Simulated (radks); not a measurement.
Problem. Hg2+, 78 electrons, occupied as [Xe] 4f14 5d10. Calculated with a radial shooting solver on a logarithmic mesh with Libxc functionals: scalar-relativistic Kohn-Sham, PBE, spin-polarised, spherical densities, finite nucleus; Fermi nuclear charge, rms radius 5.4648 fm. Some entries of the table are withheld. Estimate them.

orbital,occ.,eigenvalue (Ry),r(max) (bohr),<r> (bohr)
1s,2,-6111.781,0.01023,0.01659
2s,2,(1),0.05915,0.06994
2p,6,-935.6703,0.04906,0.06328
3s,2,-258.4210,0.1668,0.1807
3p,6,-215.4118,0.1664,0.1821
3d,10,-170.0704,0.1355,0.1650
4s,2,(2),0.3757,0.3993
4p,6,-43.80791,0.3958,0.4254
4d,10,-27.04222,0.4028,0.4489
5s,2,-10.09185,0.8279,0.9022
4f,14,-8.45717,(3),0.4825
5p,6,-6.30535,0.9286,1.039
5d,10,-2.11548,(4),1.442

Solution. 
(1) 2s eigenvalue (Ry): -1084.444
(2) 4s eigenvalue (Ry): -57.91521
(3) 4f r(max) (bohr): 0.3666
(4) 5d r(max) (bohr): 1.160
